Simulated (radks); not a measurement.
Problem. All-electron atom: O in [He] 2s2 2p4. All-electron calculation, non-relativistic Kohn-Sham, r2SCAN, spin-unpolarised, spherical densities, point nucleus; meta-GGA in the generalised Kohn-Sham scheme. Program: a radial shooting solver on a logarithmic mesh with Libxc functionals. Some entries of the table are withheld. Estimate them.

orbital  occ.  eigenvalue (eV)  <r> (bohr)
1s          2              (1)         (2)
2s          2              (3)         (4)
2p          4              (5)         (6)

Solution. 
(1) 1s eigenvalue (eV): -519.9105
(2) 1s <r> (bohr): 0.1994
(3) 2s eigenvalue (eV): -25.2755
(4) 2s <r> (bohr): 1.140
(5) 2p eigenvalue (eV): -9.3054
(6) 2p <r> (bohr): 1.259
